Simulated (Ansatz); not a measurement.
Computed with Ansatz on PBE0-D4/def2-TZVP structures; ΔE is electronic, products minus reactants. CCSD(T)/CBS is the MP2 limit (def2-TZVPP, def2-QZVPP) plus CCSD(T) − MP2 in def2-TZVPP, frozen cores. Functionals use def2-TZVPP. For Se outer-core shells are correlated without core-valence functions, which leaves a few kJ/mol of doubt a bond. Scalar relativity is left out up to krypton. Each species was taken in one conformer, which may not be the lowest.

Consider the ligand exchange at the Si–N bond: `CN[SiH2]N` + H₂Se → `N[SiH2][SeH]` + CH₃NH₂.

Task: Is it downhill or uphill in electronic energy at CCSD(T)/CBS, and by how much? (Estimate.)

Result: The calculation gave: Downhill: ΔE = -0.09 eV.

Task: What do these levels give: PBE0-D4, CAM-B3LYP-D4, CAM-B3LYP, LC-ωPBE, CCSD/def2-TZVPP, MP2/CBS(def2)? (Estimate.)

Result: The calculation gave: PBE0-D4 -0.14, CAM-B3LYP-D4 0.00, CAM-B3LYP -0.01, LC-ωPBE -0.08, CCSD/def2-TZVPP -0.04, MP2/CBS(def2) -0.11 eV.

Largest T1 diagnostic among the species: 0.010.

Leaving LDA and LC-ωPBE aside and taking each functional with its dispersion term where it has one, the values, not all of them listed here, spread over 0.17 eV, from PBE-D4 to CAM-B3LYP-D4. LDA lies +0.12 eV from PBE without D4. At CCSD(T), def2-SVP lies +0.06 eV from the extrapolated value and def2-TZVPP +0.04 eV. From BLYP to BHLYP (50 % exact exchange), in def2-TZVPP and without D4, ΔE moves by +0.06 eV.
